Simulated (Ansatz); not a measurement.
C₂₁H₁₅N₃ (relaxed from a model of trityl dicyanamide, whose bonding it doesn't keep). Charge 0, multiplicity 1. Geometry PBE-D4/def2-SVP, basis def2-TZVP, Ansatz.

```xyz
39

N     1.690    0.369    5.897
C     1.455   -0.152    4.865
N     1.270   -0.811    3.740
C     0.577   -0.684    2.715
N    -0.121   -0.754    1.730
C    -4.211    0.891   -0.656
C    -3.969   -0.156    0.248
C    -2.654   -0.506    0.586
C    -1.565    0.188    0.027
C    -0.126   -0.252    0.351
C     0.306   -1.423   -0.561
C    -0.336   -1.678   -1.785
C     0.114   -2.711   -2.623
C     1.206   -3.504   -2.246
C     1.850   -3.257   -1.023
C     1.404   -2.224   -0.188
C     0.847    0.940    0.242
C     1.839    1.012   -0.751
C     2.692    2.127   -0.822
C     2.565    3.177    0.097
C     1.570    3.114    1.087
C     0.714    2.008    1.154
C    -1.813    1.239   -0.876
C    -3.130    1.585   -1.217
H    -5.244    1.167   -0.919
H    -4.811   -0.704    0.697
H    -2.462   -1.325    1.294
H    -1.197   -1.067   -2.089
H    -0.402   -2.898   -3.577
H     1.555   -4.317   -2.901
H     2.707   -3.874   -0.714
H     1.924   -2.039    0.763
H     1.950    0.193   -1.476
H     3.466    2.167   -1.604
H     3.239    4.045    0.044
H     1.457    3.935    1.811
H    -0.077    1.978    1.919
H    -0.970    1.792   -1.315
H    -3.309    2.411   -1.922
```

| run | HOMO (eV) | LUMO (eV) |
| --- | --- | --- |
| A | -7.38 | -1.35 |
| B | -7.16 | -1.53 |
| C | -6.32 | -2.11 |
| D | -7.51 | -1.29 |
| E | -6.58 | -2.09 |
| F | -6.40 | -2.22 |

B3LYP takes the VWN-RPA correlation. Single mean-field runs in def2-TZVP are fitted with def2-universal-jkfit.

Question: The runs used B3LYP, PBE, PBE0, r2SCAN, r2SCAN0, revPBE. Estimate which is which.

Answer: A PBE0 (25 % exact exchange); B B3LYP (20 % exact exchange); C revPBE (0 % exact exchange); D r2SCAN0 (25 % exact exchange); E r2SCAN (0 % exact exchange); F PBE (0 % exact exchange). Exact exchange lowers occupied and raises empty levels; among semilocal functionals meta-GGAs tend to open the gap a little, and such runs are hard to tell apart. The gap grows from 4.18 eV (PBE) to 6.22 eV (r2SCAN0).
